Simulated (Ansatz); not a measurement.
Computed with Ansatz on PBE0-D4/def2-TZVP structures; ΔE is electronic, products minus reactants. CBS: MP2 limit from def2 TZ/QZ plus the TZ coupled-cluster correction, frozen cores. This one scheme is used for every species. For Ge, Se outer-core shells are correlated without core-valence functions, which leaves a few kJ/mol of doubt a bond. Scalar relativity is left out up to krypton. One conformer a species, not always the lowest.

`N[SiH]([SiH3])[SeH]` + `[CH3][GeH2][F]` → `[CH3][GeH]([F])[SeH]` + `N[SiH2][SiH3]`  (formal exchange of groups at the Se–Si bond)

`N[SiH]([SiH3])[SeH]`:

Cartesian coordinates in Å:
```
N 0.023 -0.747 -1.688
Si -0.241 0.380 -0.428
Si -0.007 -0.736 1.614
Se 1.358 2.007 -0.658
H -0.200 -1.722 -1.580
H 0.054 -0.463 -2.653
H -1.537 1.122 -0.466
H -0.345 0.198 2.721
H 1.396 -1.200 1.778
H -0.909 -1.920 1.703
H 0.409 3.081 -0.343
```

`[CH3][GeH2][F]`:

```xyz
8

C    -0.323    0.029    0.993
Ge    0.289    0.080   -0.844
F     0.252   -1.569   -1.422
H    -0.322    1.034    1.420
H     0.335   -0.606    1.586
H    -1.337   -0.370    1.036
H     1.750    0.535   -0.990
H    -0.645    0.865   -1.779
```

`[CH3][GeH]([F])[SeH]`:

```xyz
9

C    -0.376    0.933    0.706
Ge   -0.247   -0.813   -0.116
F    -1.438   -0.815   -1.393
Se    1.859   -1.239   -1.047
H     0.327    1.009    1.536
H    -0.145    1.702   -0.032
H    -1.391    1.087    1.073
H    -0.596   -2.015    0.773
H     2.007    0.150   -1.502
```

`N[SiH2][SiH3]`:

Cartesian coordinates in Å:
```
N 0.547 -1.490 -0.827
Si 0.829 0.118 -0.272
Si -1.141 0.932 0.696
H 0.137 -2.167 -0.203
H 1.217 -1.931 -1.437
H 1.211 0.936 -1.454
H 1.935 0.273 0.726
H -1.612 -0.002 1.759
H -2.226 1.070 -0.312
H -0.897 2.260 1.323
```

```tsv
species	HF/CBS(def2) energy (Eh)
`N[SiH]([SiH3])[SeH]`	-3036.41395
`[CH3][GeH2][F]`	-2215.74419
`[CH3][GeH]([F])[SeH]`	-4615.67916
`N[SiH2][SiH3]`	-636.47924
```

(1) Work out ΔE.

Largest T1 diagnostic among the species: 0.011.

Results:

(1) ΔE = (-4615.67916) + (-636.47924) − (-3036.41395) − (-2215.74419) = -0.00026 Eh = -0.01 eV. CCSD(T)/CBS gives +0.05 eV.

The D4 term adds +0.03 eV with B3LYP and +0.02 eV with PBE0; it sums over pairs of atoms, weighted by their polarisabilities, and B3LYP, whose exchange is more repulsive, gets the larger term. From BLYP to BHLYP (50 % exact exchange), in def2-TZVPP and without D4, ΔE moves by +0.03 eV. At CCSD(T), def2-SVP lies −0.06 eV from the extrapolated value and def2-TZVPP −0.04 eV.

B3LYP here is the variant with VWN-RPA as its local correlation; programs differ in this.
